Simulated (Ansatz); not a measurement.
A structure drawn as `[F][Ge]([F])[I]`, with this starting geometry:

```xyz
4

F    -1.5767   -0.7805   -0.1300
Ge   -0.1384    0.0239    0.5252
F    -0.2121    1.7158    0.1022
I     1.9271   -0.9592   -0.4973
```

The species carries charge 0 and has multiplicity 2. I takes the def2 core potential.

Does it keep its bonds when Ansatz relaxes it at PBE-D4/def2-SVP and then PBE0-D4/def2-TZVP?

Yes, every drawn bond is still there and no new one forms.

Give the relaxed structure. (Best estimate.)

Computed: 
Z-matrix (Å, degrees):
```
Ge
F 1 1.730
I 1 2.526 2 109.6
F 1 1.730 2 102.7 3 116.5
```
All modes are real.

Atoms count as bonded under 1.1 times the sum of their covalent radii (H–H under 0.85 Å, pairs among N, O and F under 1.55 Å), and a drawn bond as lost past 1.3 times.
